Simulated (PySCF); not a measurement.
Si(F)2(Cl)(NH2) (ClF2H2NSi), SMILES F[Si](F)(N)Cl.

The structure is a stationary point at PBE-D3(BJ)/def2-SVP. The values are those of a single conformer.

Level of theory: PySCF with CAM-B3LYP/def2-TZVP.

Symmetry labels are those of the subgroup Cs that the program uses (full group Cs).

Computed valence orbital energies around the gap with their symmetry:
```
orbital  symmetry  energy (eV)
-------  --------  -----------
HOMO−7         A'       -15.11
HOMO−6         A"       -14.12
HOMO−5         A'       -14.03
HOMO−4         A"       -13.79
HOMO−3         A'       -12.89
HOMO−2         A'       -11.43
HOMO−1         A"       -11.16
HOMO           A'       -10.03
LUMO           A'         1.03
LUMO+1         A"         2.41
LUMO+2         A'         2.48
LUMO+3         A"         2.96
```
